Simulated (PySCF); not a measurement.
C2H9InN, SMILES [CH3][In]([CH3])<-[NH3] (connectivity only; charge and spin as stated), neutral, multiplicity 2.

Coordinates come from a B3LYP-D3(BJ)/def2-SVP optimisation. The spin state was assumed, not searched. The isomer is the one that the SMILES or the coordinates give; other isomers of the formula were not compared. The def2 effective core potentials stand for the cores of In; spin–orbit coupling is left out.

Two levels are set side by side: PBE/def2-TZVP (PySCF) and CAM-B3LYP/def2-TZVP (PySCF). Same geometry, gas phase. Differences are taken from unrounded values.

| quantity | CAM-B3LYP | PBE | PBE minus CAM-B3LYP |
|---|---|---|---|
| α-spin orbital gap (eV) | 5.84 | 2.31 | -3.53 |
| β-spin orbital gap (eV) | 6.57 | 2.74 | -3.84 |
| dipole moment (D) | 4.16 | 4.10 | -0.06 |
| mean polarisability (bohr³) | 89.1 | 95.8 | 6.7 |

Loosely held outer electrons make PBE densities more polarisable. Differences between two approximate levels are no errors against the true value.

Rough cost on one machine, each run with all the roots and properties that it gave: CAM-B3LYP against PBE within a factor of 2.
